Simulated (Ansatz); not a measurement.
Cost and result for the atomization energy of C3H4BF, SMILES `C#CB(C)F` (9 atoms, 8 bonds).

```json
{"atom": "C1", "x (Å)": "1.6679", "y (Å)": "-0.7156", "z (Å)": "1.5735"}
{"atom": "C2", "x (Å)": "0.6349", "y (Å)": "-0.4300", "z (Å)": "1.0212"}
{"atom": "B3", "x (Å)": "-0.6442", "y (Å)": "-0.0493", "z (Å)": "0.2714"}
{"atom": "C4", "x (Å)": "-0.6312", "y (Å)": "0.5043", "z (Å)": "-1.1827"}
{"atom": "F5", "x (Å)": "-1.7967", "y (Å)": "-0.2220", "z (Å)": "0.9108"}
{"atom": "H6", "x (Å)": "2.5752", "y (Å)": "-0.9715", "z (Å)": "2.0709"}
{"atom": "H7", "x (Å)": "-1.6151", "y (Å)": "0.8319", "z (Å)": "-1.5213"}
{"atom": "H8", "x (Å)": "-0.2717", "y (Å)": "-0.2766", "z (Å)": "-1.8631"}
{"atom": "H9", "x (Å)": "0.0809", "y (Å)": "1.3288", "z (Å)": "-1.2807"}
```

Charge 0, multiplicity 1. The structure was optimised at the PBE0-D4/def2-TZVP level. Program: Ansatz. All runs use 2 threads of a server CPU on a shared host. Times are those of one run each, without the atoms' runs, and a repeat can differ threefold. Electronic energies, without spin–orbit coupling; frozen cores. CCSD(T)/CBS adds CCSD(T) − MP2 in def2-TZVPP to the MP2 limit, and its time is that of the two runs behind it. T1 = 0.013. HSE06 is the plane-wave form, built on full-range PBE exchange.

CCSD(T)/CBS is a level of theory with its own doubt, some kJ/mol a heavy atom from the limit and from the frozen cores, so smaller differences don't rank the functionals.

```csv
level,functions,wall time,atomization (kJ/mol),difference from CCSD(T)/CBS,per bond
PBE-D4/def2-TZVPP (with forces),211,1.6 s,4111.3,128.6,16.1
BLYP-D4/def2-TZVPP,211,1.6 s,4009.3,26.6,3.3
HSE06-D4/def2-TZVPP,211,1.9 s,4029.8,47.1,5.9
CAM-B3LYP-D4/def2-TZVPP,211,2.3 s,4017.6,34.9,4.4
CCSD(T)/def2-SVP,90,2.6 s,3841.2,-141.5,-17.7
r2SCAN-D4/def2-TZVPP (with forces),211,3.2 s,4019.9,37.2,4.6
PBE-QIDH/def2-TZVPP,211,3.3 s,3996.1,13.4,1.7
B2PLYP/def2-TZVPP,211,3.4 s,3979.1,-3.6,-0.5
ωB97X-V/def2-TZVPP,211,4.6 s,3985.0,2.3,0.3
B97M-V/def2-TZVPP,211,4.7 s,4014.7,32.0,4.0
MP2/def2-QZVPP,405,16 s,4060.6,77.9,9.7
CCSD(T)/def2-TZVPP,211,35 s,3894.0,-88.7,-11.1
CCSD(T)/CBS(def2),–,50 s,3982.7,0.0,0.0
```

From BLYP to BHLYP (50 % exact exchange), in def2-TZVPP and without D4, the atomization energy moves by −116.9 kJ/mol: exact exchange takes away binding that semilocal exchange gives to molecules. Leaving LDA and LC-ωPBE aside and taking each functional with its dispersion term where it has one, the values, not all of them listed here, spread over 233.8 kJ/mol, from BHLYP-D4 to PBE-D4. LDA lies +472.0 kJ/mol from PBE without D4, its usual overbinding. At CCSD(T), def2-SVP lies −141.5 kJ/mol from the extrapolated value and def2-TZVPP −88.7 kJ/mol: correlation converges slowly with the basis, and small sets miss more of it in the bonded molecule than in its fragments.
